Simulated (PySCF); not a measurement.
# Basis-set dependence of population analyses: `N#CCS[SiH3]`

C2H5NSSi.
Structure used (PBE0-D3(BJ)/def2-SVP), in Å, numbered top down from 1:
```xyz
10
C2H5NSSi angstrom
N     -1.6729    1.7599   -1.1307
C     -1.5620    0.7497   -0.5768
C     -1.3824   -0.5075    0.1313
S      0.1361   -1.4144   -0.3501
Si     1.6509   -0.0276    0.3042
H     -1.3990   -0.3266    1.2174
H     -2.2198   -1.1813   -0.1039
H      2.9283   -0.7574    0.0748
H      1.4642    0.2776    1.7547
H      1.6091    1.2395   -0.4792
```

PBE0 throughout (PySCF), one geometry, spherical d and f functions. Geometry: PBE0-D3(BJ)/def2-SVP, one conformer, isolated molecule. Atoms taken as equivalent share a column and are averaged.

Mulliken charges (e):

```tsv
basis	functions	N1	C2	C3	S4	Si5	H6/H7	H8/H9/H10
STO-3G	38	-0.194	+0.063	-0.241	+0.004	+0.437	+0.117	-0.101
6-31G	63	-0.283	+0.215	-0.670	-0.048	+0.461	+0.269	-0.071
pcSseg-0	63	-0.358	+0.151	-0.683	-0.131	+0.366	+0.343	-0.011
6-31G*	88	-0.346	+0.290	-0.603	-0.084	+0.324	+0.266	-0.038
cc-pVDZ	103	-0.126	-0.027	-0.150	-0.127	+0.221	+0.129	-0.016
def2-SVP	103	-0.018	-0.131	-0.141	-0.204	+0.352	+0.133	-0.041
aug-cc-pVDZ	168	-0.315	+0.037	+0.088	-0.042	-0.440	-0.034	+0.247
6-311+G(2d,p)	181	-0.295	+0.018	-0.180	-0.074	+0.211	+0.206	-0.031
def2-TZVP	197	-0.011	-0.228	-0.095	-0.171	+0.141	+0.176	+0.004
cc-pVTZ	228	-0.055	-0.067	-0.198	-0.145	+0.175	+0.152	-0.005
IGLO-III	243	-0.295	+0.156	-0.353	-0.234	+0.761	+0.186	-0.136
```

IAO charges (e):

```json
{"basis": "STO-3G", "functions": "38", "N1": "-0.160", "C2": "+0.059", "C3": "-0.385", "S4": "-0.025", "Si5": "+0.521", "H6/H7": "+0.162", "H8/H9/H10": "-0.112"}
{"basis": "6-31G", "functions": "63", "N1": "-0.217", "C2": "+0.117", "C3": "-0.380", "S4": "-0.126", "Si5": "+0.369", "H6/H7": "+0.204", "H8/H9/H10": "-0.057"}
{"basis": "pcSseg-0", "functions": "63", "N1": "-0.216", "C2": "+0.119", "C3": "-0.383", "S4": "-0.126", "Si5": "+0.340", "H6/H7": "+0.204", "H8/H9/H10": "-0.047"}
{"basis": "6-31G*", "functions": "88", "N1": "-0.225", "C2": "+0.126", "C3": "-0.373", "S4": "-0.136", "Si5": "+0.507", "H6/H7": "+0.195", "H8/H9/H10": "-0.097"}
{"basis": "cc-pVDZ", "functions": "103", "N1": "-0.219", "C2": "+0.121", "C3": "-0.370", "S4": "-0.136", "Si5": "+0.502", "H6/H7": "+0.194", "H8/H9/H10": "-0.095"}
{"basis": "def2-SVP", "functions": "103", "N1": "-0.217", "C2": "+0.120", "C3": "-0.367", "S4": "-0.135", "Si5": "+0.517", "H6/H7": "+0.192", "H8/H9/H10": "-0.100"}
{"basis": "aug-cc-pVDZ", "functions": "168", "N1": "-0.234", "C2": "+0.132", "C3": "-0.373", "S4": "-0.142", "Si5": "+0.505", "H6/H7": "+0.198", "H8/H9/H10": "-0.094"}
{"basis": "6-311+G(2d,p)", "functions": "181", "N1": "-0.237", "C2": "+0.134", "C3": "-0.380", "S4": "-0.140", "Si5": "+0.534", "H6/H7": "+0.199", "H8/H9/H10": "-0.103"}
{"basis": "def2-TZVP", "functions": "197", "N1": "-0.235", "C2": "+0.133", "C3": "-0.382", "S4": "-0.138", "Si5": "+0.542", "H6/H7": "+0.199", "H8/H9/H10": "-0.106"}
{"basis": "cc-pVTZ", "functions": "228", "N1": "-0.232", "C2": "+0.131", "C3": "-0.380", "S4": "-0.140", "Si5": "+0.529", "H6/H7": "+0.199", "H8/H9/H10": "-0.102"}
{"basis": "IGLO-III", "functions": "243", "N1": "-0.237", "C2": "+0.134", "C3": "-0.383", "S4": "-0.135", "Si5": "+0.536", "H6/H7": "+0.199", "H8/H9/H10": "-0.104"}
```

Hirshfeld charges (e):

| basis | functions | N1 | C2 | C3 | S4 | Si5 | H6/H7 | H8/H9/H10 |
| --- | --- | --- | --- | --- | --- | --- | --- | --- |
| STO-3G | 38 | -0.177 | +0.023 | +0.017 | -0.061 | +0.341 | +0.037 | -0.072 |
| 6-31G | 63 | -0.201 | +0.065 | -0.022 | -0.100 | +0.275 | +0.073 | -0.055 |
| pcSseg-0 | 63 | -0.199 | +0.058 | -0.029 | -0.077 | +0.295 | +0.065 | -0.059 |
| 6-31G* | 88 | -0.212 | +0.074 | -0.017 | -0.097 | +0.279 | +0.075 | -0.059 |
| cc-pVDZ | 103 | -0.202 | +0.068 | -0.036 | -0.062 | +0.286 | +0.071 | -0.065 |
| def2-SVP | 103 | -0.208 | +0.072 | -0.040 | -0.053 | +0.290 | +0.070 | -0.067 |
| aug-cc-pVDZ | 168 | -0.214 | +0.070 | -0.055 | -0.051 | +0.290 | +0.075 | -0.063 |
| 6-311+G(2d,p) | 181 | -0.217 | +0.069 | -0.051 | -0.053 | +0.293 | +0.075 | -0.064 |
| def2-TZVP | 197 | -0.216 | +0.072 | -0.049 | -0.053 | +0.287 | +0.076 | -0.064 |
| cc-pVTZ | 228 | -0.214 | +0.074 | -0.048 | -0.057 | +0.285 | +0.075 | -0.064 |
| IGLO-III | 243 | -0.219 | +0.067 | -0.055 | -0.036 | +0.284 | +0.074 | -0.063 |

Some averages cover members that differ in this geometry, most widely: H8/H9/H10, Mulliken in aug-cc-pVDZ +0.194 to +0.286; H6/H7, Mulliken in aug-cc-pVDZ -0.050 to -0.018; H8/H9/H10, Mulliken in IGLO-III -0.152 to -0.121; H8/H9/H10, Mulliken in def2-TZVP -0.011 to +0.020 e.

**Question.** Which scheme is steadiest as the basis changes?

**Answer.** Largest range over the bases for any column: Hirshfeld 0.07 e, IAO 0.20 e, Mulliken 1.20 e. Hirshfeld charges move least and Mulliken charges most, counted in e. Without the minimal STO-3G basis the ranges are Hirshfeld 0.06, IAO 0.20, Mulliken 1.20 e.

**Question.** How much do the charges still move between the two largest bases, cc-pVTZ and IGLO-III?

**Answer.** At most, over all atoms: Mulliken 0.586 e, IAO 0.008 e, Hirshfeld 0.020 e.

**Question.** What do the same runs give for the total energy, the frontier levels and the dipole moment?

**Answer.** 
```csv
basis,energy (Eh),HOMO (eV),LUMO (eV),μ (D)
STO-3G,-811.8222,-4.03,3.55,2.72
6-31G,-821.0807,-7.52,-0.41,2.96
pcSseg-0,-820.0926,-7.79,-0.54,3.08
6-31G*,-821.1824,-7.54,-0.34,2.94
cc-pVDZ,-821.2330,-7.53,-0.33,2.90
def2-SVP,-820.9080,-7.57,-0.34,2.94
aug-cc-pVDZ,-821.2442,-7.64,-0.70,3.13
"6-311+G(2d,p)",-821.2840,-7.66,-0.75,3.16
def2-TZVP,-821.2975,-7.67,-0.63,3.14
cc-pVTZ,-821.3001,-7.66,-0.57,3.08
IGLO-III,-821.2960,-7.62,-0.63,3.19
```

The dipole is fixed by the density alone, so its range of 0.47 D shows that the density itself changes with the basis, not only its division among atoms.
